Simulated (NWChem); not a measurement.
ScF$_{3}$; SMILES [F][Sc]([F])[F]

```xyz
4

Sc     0.0000     0.0000     0.0000
F     -1.2894    -1.2894     0.0000
F     -0.4720     1.7614     0.0000
F      1.7614    -0.4720     0.0000
```
Atoms are numbered in this order, from 1.

All runs: NWChem. Pople sets run with spherical d functions. STO-3G and 3-21G are far too small for this property and stand as cheap habits. Structure relaxed at the B3LYP/6-31G* (spherical d) level. B3LYP is NWChem's, with the RPA form of VWN correlation. GIAO values for the isolated, static molecule; σ is the absolute isotropic shielding, δ = σ(reference) − σ with the isolated reference molecule computed at the same levels (19F: trichlorofluoromethane).

```csv
level,σ Sc1 (ppm),δ F2 (ppm)
"LDA (Slater exchange, VWN5)/pcSseg-1",569.5,261.7
PBE/pcSseg-1,591.5,250.0
B3LYP/6-31G*,?,?
Hartree-Fock/STO-3G,1286.8,-3.6
```

Fill in the missing entries.


- B3LYP/6-31G*, σ Sc1 (ppm): 798.4
- B3LYP/6-31G*, δ F2 (ppm): 222.6
